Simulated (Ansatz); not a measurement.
Cost and result for the atomization energy of CH5ClOSSi, SMILES `OC[SiH](S)Cl` (10 atoms, 9 bonds).

Z-matrix (Å, degrees):
```
C
Si 1 1.882
O 1 1.416 2 108.2
H 1 1.100 2 107.8 3 -121.3
H 1 1.098 2 108.9 3 122.0
Cl 2 2.058 1 108.6 3 -75.6
S 2 2.117 1 108.8 3 47.6
H 2 1.480 1 111.3 3 166.8
H 3 0.960 1 109.1 2 179.6
H 7 1.347 2 91.0 1 -35.8
```

Charge 0, multiplicity 1. The geometry is a stationary point of PBE0-D4/def2-TZVP. It is one conformer, not always the lowest. Program: Ansatz. All runs use 4 threads of an Arm Neoverse V1 on a shared host. Times are those of one run each, without the atoms' runs, and a repeat can differ threefold. Electronic energies, without spin–orbit coupling; frozen cores. CCSD(T)/CBS adds CCSD(T) − MP2 in def2-TZVPP to the MP2 limit, and its time is that of the two runs behind it. T1 = 0.010. B3LYP takes the VWN-RPA correlation (the form of Gaussian; ORCA's B3LYP/G).

CCSD(T)/CBS is a level of theory with its own doubt, some kJ/mol a heavy atom from the limit and from the frozen cores, so smaller differences don't rank the functionals.

```json
{"level": "PBE-D4/def2-TZVPP (with forces)", "functions": "258", "wall time": "2.9 s"}
{"level": "PBE0-D4/def2-TZVPP", "functions": "258", "wall time": "5.5 s"}
{"level": "r2SCAN-D4/def2-TZVPP (with forces)", "functions": "258", "wall time": "6 s"}
{"level": "B2PLYP/def2-TZVPP", "functions": "258", "wall time": "6.5 s"}
{"level": "B3LYP-D4/def2-TZVPP (with forces)", "functions": "258", "wall time": "7 s"}
{"level": "ωB97X-V/def2-TZVPP", "functions": "258", "wall time": "9.5 s"}
{"level": "ωB97M-V/def2-TZVPP (with forces)", "functions": "258", "wall time": "15 s"}
{"level": "MP2/def2-QZVPP", "functions": "474", "wall time": "25 s"}
{"level": "CCSD(T)/def2-TZVPP", "functions": "258", "wall time": "3.2 min"}
{"level": "CCSD(T)/CBS(def2)", "functions": "–", "wall time": "3.6 min"}
```

**Question.** What atomization energy does each give, and how far from CCSD(T)/CBS? (Estimate.)

**Answer.** Computed: 
```
                             level  atomization (kcal/mol)  difference from CCSD(T)/CBS  per bond
   PBE-D4/def2-TZVPP (with forces)                   833.6                         11.2       1.2
                PBE0-D4/def2-TZVPP                   819.7                         -2.7      -0.3
r2SCAN-D4/def2-TZVPP (with forces)                   823.6                          1.2       0.1
                 B2PLYP/def2-TZVPP                   806.1                        -16.3      -1.8
 B3LYP-D4/def2-TZVPP (with forces)                   815.1                         -7.3      -0.8
                ωB97X-V/def2-TZVPP                   825.3                          2.9       0.3
  ωB97M-V/def2-TZVPP (with forces)                   825.7                          3.3       0.4
                    MP2/def2-QZVPP                   827.5                          5.1       0.6
                CCSD(T)/def2-TZVPP                   796.3                        -26.1      -2.9
                 CCSD(T)/CBS(def2)                   822.4                          0.0       0.0
```

From PBE to PBE0 (25 % exact exchange), in def2-TZVPP and without D4, the atomization energy moves by −12.9 kcal/mol: exact exchange takes away binding that semilocal exchange gives to molecules. The D4 term adds +10.5 kcal/mol with B3LYP and +5.5 kcal/mol with PBE0; it sums over pairs of atoms, weighted by their polarisabilities, and B3LYP, whose exchange is more repulsive, gets the larger term. In def2-TZVPP, CCSD(T) changes the Hartree–Fock value by +211.0 kcal/mol (the triples alone add +13.6 kcal/mol) and MP2 by +226.8 kcal/mol; breaking electron pairs costs correlation energy, which Hartree–Fock lacks.
